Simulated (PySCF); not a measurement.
Compound: C2H8N2O2Si2.
Numbering: `[CH3:1][O:2][C:3](=[O:4])[SiH:5]1[NH:6][SiH2:7][NH:8]1`

NICS is the negative of the GIAO shielding at a point without a nucleus: at the ring centre (0) and 1 Å above and below it (1); zz is the component along the ring normal. Level: GIAO PBE0/pcSseg-1 (PySCF, non-relativistic, gas phase) on the GFN2-xTB geometry, one conformer.

Ring bond lengths (Å), with Mayer bond orders in brackets: Si5–N6 1.737 (0.95), N6–Si7 1.743 (0.96), Si7–N8 1.742 (0.96), N8–Si5 1.736 (0.95).

Give the NICS values of each ring in ppm.

```json
{"ring": "Si5–N6–Si7–N8", "type": "4-membered ring with 2 N and 2 Si; formal bonds all single", "NICS(0)": "-7.6", "NICS(1), two faces": "-1.4 / -0.9", "NICS(1)zz, two faces": "-0.8 / 0.0", "rms pucker (Å)": "0.03", "centre to ring atoms, mean (Å)": "1.23"}
```

What do they say, and how far can they be read as aromaticity?

- Si5–N6–Si7–N8: mean NICS(1)zz -0.4 ppm, near zero. Si5, Si7 have four or more neighbours; no verdict on aromaticity is drawn. NICS(0) lies 6 ppm below the mean NICS(1).

Give the inner angles of the rings and the Hirshfeld charges of the ring atoms.

- Si5–N6–Si7–N8: Si5 83.3° (+0.423 e), N6 96.7° (-0.346 e), Si7 83.0° (+0.416 e), N8 96.7° (-0.346 e); sum 359.7° against 360° for a flat convex ring.

What are the shieldings of the ring atoms and their hydrogens in the same run (means over atoms taken as equivalent)?

```
       atoms                      environment  σ isotropic (ppm)  principal values of the symmetric part, first atom (ppm)
         Si5                      SiH silicon              375.6                                       332.3, 385.8, 408.6
     N6 (×2)  nitrogen bridging silicon atoms              247.8                                       203.9, 254.4, 285.7
         Si7                     SiH2 silicon              361.9                                       335.9, 349.5, 400.4
    H on Si5                    Si–H hydrogen              26.06                                          22.3, 24.2, 31.7
H on N6 (×2)                     N–H hydrogen              31.84                                          24.8, 26.1, 44.6
    H on Si7                    Si–H hydrogen              25.81                                          22.7, 23.2, 31.6
    H on Si7                    Si–H hydrogen              25.84                                          22.5, 23.5, 31.5
```

The run took 44 s on one thread, Intel Xeon (x86_64), shared host with 64 logical CPUs at a one-minute load of 61, and the process peaked at 0.84 GiB of memory. This is the whole shielding run at PBE0/pcSseg-1, SCF included.

Shape of the structure used: `[CH3:1][O:2][C:3](=[O:4])[SiH:5]1[NH:6][SiH2:7][NH:8]1`: C1–O2–C3–O4 0°, O2–C3–Si5–N6 -49°.
